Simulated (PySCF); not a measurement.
Order these species by their calculated properties.

Each SMILES stands for a single optimised conformer of the isolated species (atoms past krypton carry core potentials, spin–orbit coupling is left out). Electronic properties by PySCF.

The conformers computed, where there is a choice (atom-mapped SMILES and torsion angles):
- `[BH2:1][N:2]([CH3:3])[GaH2-:4][O+:5]([CH3:6])[CH3:7]`: B1–N2–Ga4–O5 74°, N2–Ga4–O5–C6 -84°
- `[CH2:1]=[C:2]([CH2:3][SiH3:4])[CH2:5][Cl:6]`: C1–C2–C3–Si4 -96°, C1–C2–C5–Cl6 -121°
- `[CH3:1][C:2]([CH3:3])([CH3:4])[SiH2:5][C:6]#[C:7][SiH3:8]`: C1–C2–Si5–C6 60°
- `[PH2:1][SiH2:2][GeH3:3]`: H–P1–Si2–Ge3 -166°, H–P1–Si2–Ge3 -72°
- `[SeH:1][c:2]1[cH:3][cH:4][cH:5][cH:6][cH:7]1`: H–Se1–C2–C3 180°
- `[F:1][C:2]([F:3])([F:4])[SiH:5]([SiH3:6])[SiH3:7]`: F1–C2–Si5–Si6 179°

The conformers of `C1C[SiH]2CC[SiH]1CC2` and `Cl[C@@H]1CC[SiH2]C1` aren't listed.

Question: Rank by smallest rotational constant, lowest first (PBE0-D3(BJ)/def2-SVP).
A. `CC(C)(C)[SiH2]C#C[SiH3]`
B. `c1ccccc1[SeH]`
C. `FC(F)(F)[SiH]([SiH3])[SiH3]`
D. `C=C(C[SiH3])CCl`
E. `B[N](C)[GaH2-][O+](C)C`
F. `[OH][Cd][OH]`
G. `P[SiH2][GeH3]`
H. `[Si+]Cl` [singlet]

Answer: A (0.519 GHz), C (0.762 GHz), B (0.824 GHz), D (1.012 GHz), E (1.162 GHz), G (1.243 GHz), F (3.736 GHz), H (8.339 GHz).

Question: Rank by vertical ionisation energy, lowest first (ΔSCF CAM-B3LYP/def2-SVPD at PBE0-D3(BJ)/def2-SVP geometries).
A. `P[SiH2][GeH3]`
B. `FC(F)(F)[SiH]([SiH3])[SiH3]`
C. `F[Se](F)(F)(F)(F)F`
D. `[OH][Cd][OH]`
E. `B[N](C)[GaH2-][O+](C)C`

Answer: E (9.16 eV), A (9.70 eV), B (10.34 eV), D (10.62 eV), C (15.82 eV).

Question: Rank by lowest triplet excitation (Tamm–Dancoff), lowest first (TDA B3LYP/def2-SVPD at PBE0-D3(BJ)/def2-SVP geometries).
A. `CC(C)(C)[SiH2]C#C[SiH3]`
B. `C#CC(Cl)(Cl)Cl`
C. `Cl[Si](Cl)(Cl)Br`
D. `[SeH]C1=CC=CC=C1`
E. `C1C[SiH]2CC[SiH]1CC2`

Answer: D (3.77 eV), A (4.54 eV), B (4.76 eV), C (5.79 eV), E (6.21 eV).

Question: Rank by static isotropic polarisability, lowest first (CAM-B3LYP/def2-SVPD at PBE0-D3(BJ)/def2-SVP geometries).
A. `Cl[C@@H]1CC[SiH2]C1`
B. `[OH][Cd][OH]`
C. `C=C(C[SiH3])CCl`
D. `B[N](C)[GaH2-][O+](C)C`
E. `FC(F)(F)[SiH]([SiH3])[SiH3]`

Answer: B (37.5 au), A (84.8 au), C (92.0 au), D (95.6 au), E (103.9 au).

Question: Rank by HOMO–LUMO gap, highest first (CAM-B3LYP/def2-SVPD at PBE0-D3(BJ)/def2-SVP geometries).
A. `[Se](F)(F)(F)(F)(F)F`
B. `FC(F)(F)[SiH]([SiH3])[SiH3]`
C. `B[N](C)[GaH2-][O+](C)C`
D. `[GeH3][SiH2]P`
E. `Cl[C@@H]1CC[SiH2]C1`
F. `C(Cl)C(=C)C[SiH3]`

Answer: A (11.40 eV), E (10.77 eV), B (10.05 eV), D (9.60 eV), C (9.41 eV), F (9.22 eV).

Question: Rank by electronic spatial extent ⟨r²⟩ about the centre of nuclear charge, highest first (CAM-B3LYP/def2-SVPD at PBE0-D3(BJ)/def2-SVP geometries).
A. `C=C(C[SiH3])CCl`
B. `B[N](C)[GaH2-][O+](C)C`
C. `P[SiH2][GeH3]`
D. `F[Se](F)(F)(F)(F)F`
E. `FC(F)(F)[SiH]([SiH3])[SiH3]`

Answer: E (1545 bohr²), B (1239 bohr²), A (1173 bohr²), C (891 bohr²), D (671 bohr²).
